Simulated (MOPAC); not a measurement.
Job for MOPAC: PM6 on H2S2 (SMILES SS), a point of a bond scan (R = 3.108 Å).

```
PM6 1SCF PRECISE CHARGE=0 THREADS=1
H2S2

S     -0.91220280 1     0.05376255 1     0.49115994 1
S      1.82434859 1     0.05822659 1    -0.98192349 1
H     -1.53586809 1    -0.88394706 1    -0.24893520 1
H      2.44865996 1    -0.88258292 1    -0.24632082 1
```

It printed:

```
*******************************************************************************
 **                                                                           **
 **                              MOPAC v23.2.5                                **
 **                                                                           **
 *******************************************************************************
 ** MOPAC's Digital Object Identifier: https://doi.org/10.5281/zenodo.6511958 **
 **                                                                           **
 ** Please cite the open-source release paper for use of this MOPAC version:  **
 ** J. E. Moussa and J. J. P. Stewart (2026)                                  **
 ** MOPAC: An open-source semiempirical molecular orbital program             **
 ** J. Open Source Softw., 11(119), 8025, https://doi.org/10.21105/joss.08025 **
 *******************************************************************************

                              PM6 CALCULATION RESULTS

 *******************************************************************************
 *  PM6        - The PM6 Hamiltonian to be used
 *
 *
 *
 *                 CHARGE ON SYSTEM = 0
 *
 *
 *
 *  PRECISE    - TIGHTER CRITERIA TO BE USED
 *  1SCF       - DO 1 SCF AND THEN STOP
 *  THREADS=1  - MULTI-THREADING NOT USED
 *  T=         - A TIME OF 172800.0 SECONDS REQUESTED
 *  DUMP=N     - RESTART FILE WRITTEN EVERY 7200.0 SECONDS REQUESTED
 *******************************************************************************
PM6 1SCF PRECISE CHARGE=0 THREADS=1
 H2S2

   ATOM   CHEMICAL          X               Y               Z
  NUMBER   SYMBOL      (ANGSTROMS)     (ANGSTROMS)     (ANGSTROMS)

     1       S         -0.91220280  *   0.05376255  *   0.49115994  *
     2       S          1.82434859  *   0.05822659  *  -0.98192349  *
     3       H         -1.53586809  *  -0.88394706  *  -0.24893520  *
     4       H          2.44865996  *  -0.88258292  *  -0.24632082  *



          CARTESIAN COORDINATES

    NO.       ATOM           X           Y           Z

     1         S         -0.9122      0.0538      0.4912
     2         S          1.8243      0.0582     -0.9819
     3         H         -1.5359     -0.8839     -0.2489
     4         H          2.4487     -0.8826     -0.2463

 General Reference for PM6:
 "Optimization of Parameters for Semiempirical Methods V: Modification of NDDO Approximations
 and Application to 70 Elements", J. J. P. Stewart, J. Mol. Mod., 13, 1173-1213 (2007)
 URL: https://link.springer.com/article/10.1007/s00894-007-0233-4

           Empirical Formula: H2 S2  =     4 atoms



      MOLECULAR POINT GROUP   :   C2


      RHF CALCULATION, NO. OF DOUBLY OCCUPIED LEVELS = 7


 -------------------------------------------------------------------------------
 PM6 1SCF PRECISE CHARGE=0 THREADS=1
 H2S2



     1SCF WAS SPECIFIED, SO BFGS WAS NOT USED
     SCF FIELD WAS ACHIEVED


                              PM6 CALCULATION
                                                       MOPAC v23.2.5 Linux




          FINAL HEAT OF FORMATION =         78.06987 KCAL/MOL =     326.64432 KJ/MOL


          COSMO AREA              =        101.23 SQUARE ANGSTROMS
          COSMO VOLUME            =         84.14 CUBIC ANGSTROMS

          IONIZATION POTENTIAL    =          9.548461 EV
          HOMO LUMO ENERGIES (EV) =         -9.548 -3.737
          NO. OF FILLED LEVELS    =          7
          MOLECULAR WEIGHT        =         66.1358         POINT GROUP:  C2

          MOLECULAR DIMENSIONS (Angstroms)

            Atom       Atom       Distance
            H     4    H     3     3.98453
            S     1    S     2     1.47488
            S     2    H     4     0.93926


          SCF CALCULATIONS        =          1





   ATOM   CHEMICAL          X               Y               Z
  NUMBER   SYMBOL      (ANGSTROMS)     (ANGSTROMS)     (ANGSTROMS)

     1       S         -0.91220280  *   0.05376255  *   0.49115994  *
     2       S          1.82434859  *   0.05822659  *  -0.98192349  *
     3       H         -1.53586809  *  -0.88394706  *  -0.24893520  *
     4       H          2.44865996  *  -0.88258292  *  -0.24632082  *

                             CARTESIAN COORDINATES

   1    S       -0.912202800     0.053762550     0.491159940
   2    S        1.824348590     0.058226590    -0.981923490
   3    H       -1.535868090    -0.883947060    -0.248935200
   4    H        2.448659960    -0.882582920    -0.246320820


           Empirical Formula: H2 S2  =     4 atoms



      MOLECULAR POINT GROUP   :   C2


                  EIGENVALUES
 -28.13029 -27.47889 -13.26808 -13.09090  -9.69021  -9.67709  -9.54846  -3.73735
  -0.08266  -0.07059   1.19415   1.20127   1.23545   1.28496   1.28636   1.29197
   1.33715   1.33830   3.03170   3.06335


              NET ATOMIC CHARGES AND DIPOLE CONTRIBUTIONS

  ATOM NO.   TYPE          CHARGE      No. of ELECS.   s-Pop       p-Pop       d-Pop
    1          S          -0.197670        6.1977     1.95690     4.13232     0.10845
    2          S          -0.197670        6.1977     1.95690     4.13232     0.10845
    3          H           0.197670        0.8023     0.80233
    4          H           0.197670        0.8023     0.80233
 DIPOLE           X         Y         Z       TOTAL
 POINT-CHG.     0.001    -1.784    -0.004     1.784
 HYBRID        -0.000     0.654     0.002     0.654
 SUM            0.000    -1.130    -0.003     1.130


          ATOMIC ORBITAL ELECTRON POPULATIONS

     Atom    s        px        py        pz      x^2-y^2     xz        z^2       yz        xy
    1  S   1.95690   1.10591   1.57767   1.44874   0.00914   0.02303   0.00123   0.04394   0.03111
    2  S   1.95690   1.10563   1.57440   1.45229   0.00925   0.02283   0.00128   0.04371   0.03139
    3  H   0.80233
    4  H   0.80233

 **********************
 *                    *
 * JOB ENDED NORMALLY *
 *                    *
 **********************




 == MOPAC DONE ==
```

The run finished.

Cost: around 0.020 core-seconds (rough).
